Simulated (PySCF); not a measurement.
H8N4Si, SMILES N[Si](N)(N)N.

The structure is a stationary point at B3LYP-D3(BJ)/def2-SVP. Other conformers were not sampled.

Two levels are set side by side: TDA-PBE/def2-SVPD (PySCF) and TDA-LC-ωPBE/def2-SVPD (PySCF). Vertical, same geometry. The lowest singlet is HOMO→LUMO 100 % with PBE and HOMO→LUMO 78 % with the other functional; states are paired by order. Differences are taken from unrounded values.

| quantity | TDA-LC-ωPBE |
|---|---|
| lowest singlet excitation (eV) | 6.91 |
| lowest triplet excitation (TDA) (eV) | 6.56 |
| first bright state (f over 0.05) (eV) | 7.37 |
| its oscillator strength | 0.11 |

What does TDA-PBE give, and how far is it from TDA-LC-ωPBE? (An estimate is asked for; the answer gives what the named calculation found.)


```json
[
 {"quantity": "lowest singlet excitation (eV)", "TDA-PBE": "5.04", "TDA-PBE minus TDA-LC-ωPBE": "-1.87"},
 {"quantity": "lowest triplet excitation (TDA) (eV)", "TDA-PBE": "4.92", "TDA-PBE minus TDA-LC-ωPBE": "-1.63"},
 {"quantity": "first bright state (f over 0.05) (eV)", "TDA-PBE": "5.62", "TDA-PBE minus TDA-LC-ωPBE": "-1.74"},
 {"quantity": "its oscillator strength", "TDA-PBE": "0.06", "TDA-PBE minus TDA-LC-ωPBE": "-0.05"}
]
```

Functionals without exact exchange tend to place singlet excitations lower, as here. Differences between two approximate levels are no errors against the true value.

Rough cost on one machine, each run with all the roots and properties that it gave: TDA-LC-ωPBE against TDA-PBE about 3 times.
